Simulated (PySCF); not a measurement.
C2H6AlF. Atoms are numbered in the order given.

```xyz
10

Al    -0.0249     0.0217    -0.0222
C      1.7493    -0.2905    -0.7667
H      2.2670    -1.1400    -0.2917
H      2.3843     0.6019    -0.6185
H      1.7105    -0.4716    -1.8539
C     -0.7118    -0.6252     1.6835
H     -1.3781    -1.4915     1.5194
H     -1.3148     0.1417     2.1978
H      0.0874    -0.9543     2.3677
F     -1.0731     0.9473    -0.9481
```
Charge 0, spin multiplicity 1.

Geometry: B3LYP-D3(BJ)/def2-SVP. The isomer is the one that the SMILES or the coordinates give; other isomers of the formula were not compared.

Level of theory: TDDFT-PBE/def2-SVPD (PySCF 2.14.0).

Vertical excitations. The molecule is in vacuum.

Task: Give excitation energies, oscillator strengths and character. (The exact figures need the calculation; the answer reports its results.)

Result: 
| state | energy (eV) | λ (nm) | f | main pairs |
|---|---|---|---|---|
| S1 | 5.60 | 221 | 0.000 | HOMO→LUMO 100 % |
| S2 | 5.99 | 207 | 0.140 | HOMO→LUMO+1 98 % |
| S3 | 7.36 | 168 | 0.040 | HOMO−1→LUMO 96 % |
| S4 | 7.39 | 168 | 0.009 | HOMO−1→LUMO+1 58 %, HOMO→LUMO+2 40 % |
| S5 | 7.45 | 166 | 0.011 | HOMO→LUMO+3 99 % |
| S6 | 7.48 | 166 | 0.052 | HOMO→LUMO+2 59 %, HOMO−1→LUMO+1 39 % |
| S7 | 7.80 | 159 | 0.000 | HOMO−2→LUMO 100 % |
| S8 | 7.97 | 155 | 0.000 | HOMO−2→LUMO+1 100 % |
| S9 | 8.12 | 153 | 0.004 | HOMO−3→LUMO+1 92 % |
| S10 | 8.17 | 152 | 0.028 | HOMO→LUMO+4 82 % |
| T1 | 5.31 | 234 | 0 | HOMO→LUMO 100 % |
| T2 | 5.53 | 224 | 0 | HOMO→LUMO+1 99 % |
| T3 | 6.65 | 187 | 0 | HOMO−1→LUMO 98 % |
| T4 | 7.05 | 176 | 0 | HOMO−1→LUMO+1 93 % |
Triplets are in the Tamm–Dancoff approximation, which puts them higher than full response would, so one can lie above its singlet here.
